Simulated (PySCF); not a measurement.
# Shapes and spin states of Sr₂F⁺

These are results of PySCF, PBE0, basis F def2-TZVP, Sr def2-TZVP with ECP28 (scalar-relativistic core potentials, no spin–orbit coupling, density fitting), not measurements.

Relaxations began from a few typed shapes and spin states; open shells are unrestricted. The search is not exhaustive: other isomers or separated fragments can lie lower, and high-lying points may rest on an excited occupation.

```json
{"spin": "singlet", "group": "C2v", "bonds": "F–Sr 2.240 Å (×2), Sr–Sr 3.641 Å", "angles": "F–Sr–Sr 35.6° (×2), Sr–F–Sr 108.7°", "imaginary modes (cm⁻¹)": "none", "ΔE (kJ/mol)": "0.0", "ΔE with ZPE (kJ/mol)": "0.0"}
{"spin": "triplet", "group": "D∞h", "bonds": "F–Sr 2.261 Å (×2)", "angles": "Sr–F–Sr 180.0°", "imaginary modes (cm⁻¹)": "none", "ΔE (kJ/mol)": "11.7", "ΔE with ZPE (kJ/mol)": "11.6"}
{"spin": "singlet", "group": "D∞h", "bonds": "F–Sr 2.211 Å (×2)", "angles": "Sr–F–Sr 180.0°", "imaginary modes (cm⁻¹)": "89i, 89i", "ΔE (kJ/mol)": "37.7", "ΔE with ZPE (kJ/mol)": "–"}
```

The lowest minimum found is the singlet C2v: F–Sr 2.240 Å (×2), Sr–Sr 3.641 Å; F–Sr–Sr 35.6° (×2), Sr–F–Sr 108.7°.
